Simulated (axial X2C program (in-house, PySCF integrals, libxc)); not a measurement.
Density and ELF of Mo₂

Calculated with an in-house relativistic program for diatomic molecules. Two-component (2c) means X2C with spin–orbit coupling and atomic mean-field two-electron Coulomb and Gaunt terms. Basis: Mo dyall-cv3z [11s12p9d5f3g] (cores contracted in-house); Gaussian nuclei, density fitting, unrestricted open shells. Masses: Mo 97.905 u.

PBE0, with spin–orbit coupling, state Ω = 5 (⟨Sz⟩ = 4.99, ⟨Lz⟩ = 0.01 at PBE0); Mo at z = 0, Mo at z = 2.966 Å.

The maps cover the half plane through the axis: z from -2.4 to 5.1 Å along the bond, ρ from 0.15 to 2.25 Å away from it (steps of 0.3 Å, the bottom row nearest the axis).

log10 of the density in e/bohr³:

digits 0 to 9 span -4.05 to 1.66 evenly
```
00011122222222222222211100
00112222222222222222222110
01122233333333333333322211
01223334443333333444333211
11223444544433344454443221
11233456665444445665543321
12234566766544456776654321
12234567976544456897654321
```

Electron localisation function (collinear form, no current term, damped to 0 at low density):

digits 0 to 9 span 0.00 to 1.00 evenly
```
00011222222111112222221000
00012333332222222333332100
00122333332233222333332110
00112333332233322333332110
00112334442234323444332100
00011356764234325676531100
00001476367335337637731000
00001472527435347451741000
```

Axial spin density in 10⁻³ e/bohr³:

digits 0 to 9 span -41.65 to 41.65 evenly, values beyond are clipped
```
55555555555555555555555555
55555555555555555555555555
55555555555555555555555555
55555567766555556677655555
55555689998655568999865555
55556899999765689999975555
45556999999965699999986555
44556999989965699599996554
```

Density functionals use the spin component along the axis (collinear). The state is one determinant with fixed occupations, lowest in a PBE0 search at one distance only: followed along the bond, the 2c determinant Ω = 4 reaches 0.88 eV lower at PBE0, at Re = 2.636 Å, so the state shown is not the lowest. With several unpaired electrons one determinant need not be a pure state. Open-shell Ω = 0 determinants with evenly filled partner blocks cannot be reached by this program, so the Ω shown need not be the lowest component.
